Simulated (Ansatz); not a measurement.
SbH2(SiH3) (SiSbH₅). The state is a singlet with charge 0. Geometry r2SCAN-D4/def2-TZVP.

| atom | x (Å) | y (Å) | z (Å) |
| --- | --- | --- | --- |
| Sb1 | 0.4662 | -1.6325 | -0.2441 |
| H2 | 1.8820 | -1.1319 | 0.5737 |
| H3 | -0.3402 | -1.8812 | 1.2426 |
| Si4 | -0.3742 | 0.8029 | -0.3527 |
| H5 | -0.3753 | 1.4847 | 0.9655 |
| H6 | -1.7566 | 0.8011 | -0.8962 |
| H7 | 0.4980 | 1.5569 | -1.2889 |

In the def2 sets Sb takes a core potential; there is no spin–orbit coupling. B3LYP takes the VWN-RPA correlation.

(1) Estimate the orbital energies around the gap (eV) in Ansatz with BLYP-D4/def2-TZVP, r2SCAN-D4/def2-TZVP, r2SCANh-D4/def2-TZVP, B3LYP-D4/def2-TZVP, PBE0-D4/def2-SVP.

Results:

(1) 
```tsv
orbital	BLYP-D4/def2-TZVP	r2SCAN-D4/def2-TZVP	r2SCANh-D4/def2-TZVP	B3LYP-D4/def2-TZVP	PBE0-D4/def2-SVP
HOMO−5	-12.58	-13.21	-13.83	-14.12	-14.45
HOMO−4	-8.71	-9.21	-9.70	-9.94	-10.18
HOMO−3	-8.55	-9.04	-9.53	-9.80	-10.02
HOMO−2	-8.03	-8.49	-8.94	-9.19	-9.38
HOMO−1	-7.25	-7.68	-8.08	-8.29	-8.49
HOMO	-6.16	-6.53	-6.89	-7.08	-7.23
LUMO	-1.13	-0.94	-0.68	-0.70	-0.24
LUMO+1	-0.96	-0.84	-0.56	-0.50	-0.11
LUMO+2	-0.41	-0.04	0.22	0.07	0.81
LUMO+3	0.33	0.54	0.81	0.81	1.38
LUMO+4	0.37	0.63	0.90	0.86	1.53
LUMO+5	1.06	1.54	1.82	1.60	2.53
```
